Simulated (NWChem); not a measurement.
# InH$_{2}$O$_{2}$Cl; SMILES [OH][In]([OH])[Cl]

```xyz
6

In    -0.0066     0.2589     0.0000
Cl    -0.0313    -2.0747     0.0000
O     -1.7295     1.2363     0.0000
H     -1.5818     2.1904     0.0000
O      1.7246     1.2346     0.0000
H      2.4743     0.6269     0.0000
```
Atoms are numbered in this order, from 1.

All runs: NWChem. The geometry was optimised at PBE0/def2-SVP. def2 effective core potentials on In; no spin-orbit coupling.

For level PBE0/def2-SVP (core potentials):

| Item | Result |
|---|---|
| highest occupied level (eV) | -8.64 |
| orbital gap (eV) | 6.48 |
| dipole (D) | 1.77 |

Q: What are these values for level PBE0/STO-3G (all-electron, non-relativistic)?

A: 
| Quantity | Result |
|---|---|
| highest occupied level (eV) | -4.25 |
| orbital gap (eV) | 6.71 |
| dipole (D) | 3.12 |
